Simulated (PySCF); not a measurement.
## Xe³⁺ (xenon, charge +3): UHF calculation

Configuration: [Kr] 4d10 5s2 5p3, high-spin 4S determinant. Calculation: PySCF 2.14, in x2c-QZVPPall with one added diffuse shell each of s, p, d, f type (14s10p8d5f1g, 128 functions); the spin-free X2C one-electron Hamiltonian (Gaussian nucleus).

```json
{"Total energy": "-7441.325244 hartree", "One-electron energy": "-10131.1724 hartree", "Hartree (Coulomb) energy": "2874.9216 hartree", "Exchange energy": "-185.0744 hartree", "⟨S²⟩": "3.7513", "⟨L²⟩": "0.000", "Sum of ⟨r⟩": "30.44 bohr", "Sum of ⟨r²⟩": "36.54 bohr²", "Langevin diamagnetic susceptibility": "-28.9 ×10⁻⁶ cm³/mol"}
```

| shell | electrons | mean orbital energy (hartree) | rms radius, mean of both spins (bohr) |
| --- | --- | --- | --- |
| 1s α | 1 | -1277.42238 | 0.0305 |
| 1s β | 1 | -1277.41151 | 0.0305 |
| 2s α | 1 | -203.59698 | 0.124 |
| 2s β | 1 | -203.59209 | 0.124 |
| 2p α | 3 | -182.70076 | 0.111 |
| 2p β | 3 | -182.69018 | 0.111 |
| 3s α | 1 | -44.23996 | 0.326 |
| 3s β | 1 | -44.22775 | 0.326 |
| 3p α | 3 | -37.31072 | 0.326 |
| 3p β | 3 | -37.29337 | 0.326 |
| 3d α | 5 | -26.97786 | 0.304 |
| 3d β | 5 | -26.97044 | 0.304 |
| 4s α | 1 | -9.67325 | 0.761 |
| 4s β | 1 | -9.64155 | 0.761 |
| 4p α | 3 | -7.37586 | 0.815 |
| 4p β | 3 | -7.33956 | 0.815 |
| 4d α | 5 | -3.90212 | 0.939 |
| 4d β | 5 | -3.87770 | 0.939 |
| 5s α | 1 | -2.21955 | 1.88 |
| 5s β | 1 | -1.89620 | 1.88 |
| 5p α | 3 | -1.59487 | 2.13 |

Densities and radii are taken from the X2C orbitals without a picture-change correction, which distorts them close to the nucleus.

Spin-orbit constants ζ (cm⁻¹) from the X2C one-electron operator on these orbitals: bare nucleus, nucleus screened by l(l+1)(2l+1)/3 electrons, and screened by the Breit-Pauli mean field of the electrons.

```csv
shell,bare,screened nucleus,mean field
2p,1722000,1658000,n/a
3p,331700,319400,n/a
3d,50700,41310,n/a
4p,63610,61250,n/a
4d,7517,6125,n/a
5p,8246,7940,n/a
```
